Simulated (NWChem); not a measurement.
# CH₄OSn, singlet; SMILES [CH3][Sn][OH]

```xyz
7

Sn     0.3240     0.0717    -0.1479
C     -0.9030    -1.7388    -0.0236
H     -0.8100    -2.3388    -0.9440
H     -1.9530    -1.4421     0.1178
H     -0.5819    -2.3726     0.8197
O     -1.2892     1.2484     0.0797
H     -1.0626     2.1859     0.0675
```
Atoms are numbered in this order, from 1.

Computed with NWChem. Low-valent species are run as closed-shell singlets; no triplet was tried in these runs. The geometry was optimised at PBE0/def2-SVP. def2 effective core potentials on Sn; no spin-orbit coupling. Level: PBE0/def2-SVPD; rows give the wavelength of the field.

For field 1065 nm:

* **isotropic polarisability (bohr³)**: 64.7

Problem. What are these values for field static?

Solution. 
- isotropic polarisability (bohr³): 63.2
